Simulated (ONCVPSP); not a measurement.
**Potentials for beryllium compared**

Generated with ld1.x 7.5 (TM, RRKJ, ultrasoft, PAW), atompaw 4.2 or ONCVPSP 4.0.1. The cutoff is in Ry: for ld1.x and atompaw files where the sum of valence levels is converged to 10 mRy in a Bessel basis, for ONCV files where the hardest occupied wave has 1 mHa per electron of residual kinetic energy. The error is the largest all-electron minus pseudo excitation energy over each file’s own four to seven test configurations (ionisations up to +4, promotions, holes and added fractions of an electron), all of which were solved. The labels leave out finer settings (local radius, basis sizes, second energies), which also bear on the numbers. Spin-polarised tests are not counted. The rows are a selection from randomly drawn settings: files with unsolved tests, undetermined cutoffs or missed reference levels are left out.

A true bound ghost makes a file unfit for plane-wave use even where its test errors are small: the radial tests pick states by their node count and pass the ghost by.

```csv
potential,cutoff (Ry),largest error (meV),bound ghosts
"ONCV, PBEsol, scalar-relativistic, rc 0.80/0.60 (sp), local smoothed, core correction no, reference 1s2 2s2, qcut 18.2/13.2, projectors 2/2",201,+3.0,none
"ONCV, LDA (Perdew-Wang 92), scalar-relativistic, rc 0.45/0.40 (sp), local smoothed, core correction no, reference 1s2, qcut 26/17.4, projectors 3/1",466,+3.8,s
"ONCV, PBEsol, scalar-relativistic, rc 0.95/1.00/0.75 (spd), local smoothed, core correction no, reference 1s2 2s2, qcut 10.3/6.9/12.7, projectors 2/2/2",104,+4.7,none
```

Q: Fill in the row for Be: ONCV, PBEsol, scalar-relativistic, rc 0.80/4.00 (sp), local smoothed, core correction no, reference 1s2 2s1.75 2p0.25, qcut 15.2/3.2, projectors 2/2.

A: cutoff 180 Ry, largest error +55 meV, bound ghosts: none.

Q: Fill in the row for Be: ONCV, PBEsol, non-relativistic, rc 0.90/0.70/0.90 (spd), local smoothed, core correction no, reference 1s2 2s2, qcut 13/13.3/9.4, projectors 3/2/2.

A: cutoff 139 Ry, largest error +4.1 meV, bound ghosts: none.

Q: Fill in the row for Be: ONCV, PBE, scalar-relativistic, rc 0.75/0.65/0.65 (spd), local d, core correction no, reference 1s2 2s2, qcut 18/11.7/17, projectors 2/2/0.

A: cutoff 230 Ry, largest error +2.6 meV, bound ghosts: none.
